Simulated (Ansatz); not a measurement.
A nudged elastic band was laid between two geometries of BrCl$_{2}$HOSi (6 atoms, charge 0, multiplicity 1).

Theory: RKS PBE-D4/def2-SVP in Ansatz 0.2.0.

* movable images: 5
* climbing image: yes
* spring: 5.0 eV/Å²
* optimiser: quadratic models (default)
* start path: through a guess of the saddle point
* force threshold: 0.05 eV/Å
* iteration limit: 60
* end points: relaxed

Initial state:

```xyz
6
Properties=species:S:1:pos:R:3
Si -0.127 0.198 0.196
Br -1.205 1.161 -1.494
O 0.352 -1.338 -0.191
H 0.864 -1.426 -1.017
Cl 1.481 1.393 0.689
Cl -1.365 0.013 1.817
```

Final state:

```xyz
6
Properties=species:S:1:pos:R:3
Si -0.007 0.264 0.156
Br -1.161 1.178 -1.511
O 0.799 -1.091 -0.345
H 0.263 -1.756 -0.815
Cl 1.427 1.563 0.826
Cl -1.322 -0.158 1.689
```

Problem. What changes between the two ends?

Solution. No bond is made or broken.  The two ends are copies of one structure, up to a mirror image or an exchange of like atoms.

Problem. What energy profile does the band end with?

Solution. The forces met the threshold. The highest image is number 3 of 0 to 6, 1.1 kJ/mol above the ends, which have the same energy within 2 meV. A vibrational analysis at the climbing image gives one clearly imaginary mode, 133i cm⁻¹: a first-order saddle point.

| image | path coordinate (Å) | energy (kJ/mol) |
| --- | --- | --- |
| 0 | 0.00 | 0.0 |
| 1 | 0.19 | 0.3 |
| 2 | 0.39 | 0.8 |
| 3 | 0.58 | 1.1 |
| 4 | 0.77 | 0.8 |
| 5 | 0.96 | 0.3 |
| 6 | 1.15 | 0.0 |

Problem. What is the geometry of the highest image?

Solution. 
```xyz
6
Properties=species:S:1:pos:R:3
Si -0.044 0.219 0.218
Br -1.078 1.106 -1.542
O 0.589 -1.257 -0.181
H 0.440 -1.538 -1.102
Cl 1.465 1.469 0.836
Cl -1.372 0.002 1.771
```

Problem. What are the harmonic wavenumbers there?

Solution. 133i, 138, 141, 207, 220, 265, 385, 542, 613, 777, 920, 3758 cm⁻¹.

The band took 10 iterations and roughly 5 core-minutes.

Run time: 2.6 min on 2 threads of Arm Neoverse N1, with other jobs on the host, peak memory 0.17 GiB.
